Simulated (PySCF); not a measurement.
Structure problem from calculated spectra and properties.

Formula: C5H9O3S; charge -1.

| Quantity | Value |
| --- | --- |
| Rotational structure | rotational constants A, B, C: 2.228, 1.215, 0.987 GHz [PBE0-D3(BJ)/def2-SVP] |
| NMR, other nuclei | isotropic shieldings of nuclei other than C and H, by class: 87 (1 O), 92 (1 O), 101 (1 O), 173 (1 S) ppm [GIAO PBE0/pcSseg-1] |
| XPS | S2p3/2 168.4, C1s 286.5, C1s 286.7, C1s 286.7, C1s 286.7, C1s 286.9, O1s 531.7, O1s 531.8, O1s 531.8, S1s 2477.5 eV [ΔSCF SCAN, pcX-2 on the ionised atom, pcseg-1 elsewhere, spin-free X2C, 2p3/2 from a spin–orbit splitting computed afterwards within the 2p shell] |
| 1H NMR | chemical shifts (computed TMS as zero) by class: 2.89 (1 H), 1.50 (1 H), 1.30 (3 H), 0.92 (1 H), 0.74 (1 H), 0.13 (1 H), 0.12 (1 H) ppm [GIAO PBE0/pcSseg-1] |
| 13C NMR | chemical shifts (computed TMS as zero) by class: 39.6 (1 C), 23.9 (1 C), 20.8 (1 C), 16.8 (1 C), 10.9 (1 C) ppm [GIAO PBE0/pcSseg-1] |

Gas-phase values; electronic properties from PySCF, density fitting. Levels stand in brackets. One conformer (not necessarily the lowest) at the PBE0-D3(BJ)/def2-SVP geometry, without solvent, vibrations or thermal averaging. No diffuse functions stand in pcSseg-1, which bears on an anion's orbital energies. NMR classes are plain means over equivalent atoms (diastereotopic ones count apart unless rotation or inversion swaps them), as if these changed places fast.

Problem. Give a SMILES that accounts for the data.

Solution. Numbering: `[CH3:1][CH2:2][C@@H:3]1[CH2:4][C@@H:5]1[S:6](=[O:7])(=[O:8])[O-:9]`. 5 carbons fall into 5 classes; from least to most shielded: ring sp3 carbon bound to sulfur [C5] (39.6 ppm), chain CH2 carbon [C2] (23.9 ppm), three-membered-ring carbon [C3] (20.8 ppm), methyl carbon [C1] (16.8 ppm), three-membered-ring carbon [C4] (10.9 ppm). Hydrogen classes from least to most shielded: 1 H on a chain CH2 carbon, C2 (2.89 ppm), 1 H on an sp3 carbon bound to sulfur, C5 (1.50 ppm), 3 H on a methyl carbon, C1 (1.30 ppm, a mean of values up to 2.9 ppm apart in this geometry), 1 H on a chain CH2 carbon, C2 (0.92 ppm), 1 H on a three-membered-ring carbon, C4 (0.74 ppm), 1 H on a three-membered-ring carbon, C4 (0.13 ppm), 1 H on a three-membered-ring carbon, C3 (0.12 ppm). The other shieldings belong to: 87 ppm, oxygen bonded to S [O8]; 92 ppm, oxygen bonded to S [O9]; 101 ppm, oxygen bonded to S [O7]; 173 ppm, sulfonyl sulfur [S6]. The core levels belong to: S2p3/2 168.4 eV, sulfonyl sulfur [S6]; C1s 286.5 eV, sp3 carbon bound to sulfur [C5]; C1s 286.7 eV, methyl carbon [C1]; C1s 286.7 eV, chain CH2 carbon [C2]; C1s 286.7 eV, three-membered-ring carbon [C4]; C1s 286.9 eV, three-membered-ring carbon [C3]; O1s 531.7 eV, oxygen bonded to S [O9]; O1s 531.8 eV, oxygen bonded to S [O8]; O1s 531.8 eV, oxygen bonded to S [O7]; S1s 2477.5 eV, sulfonyl sulfur [S6]. The optimised geometry has point group C1 and is an asymmetric top. Structure: `CC[C@@H]1C[C@@H]1S(=O)(=O)[O-]`. The assignments are read from this structure; whether some other isomer fits the data as well wasn't checked. The mirror image fits equally.

Conformer computed: `[CH3:1][CH2:2][C@@H:3]1[CH2:4][C@@H:5]1[S:6](=[O:7])(=[O:8])[O-:9]`: C1–C2–C3–C4 152°, C4–C5–S6–O7 -27°.
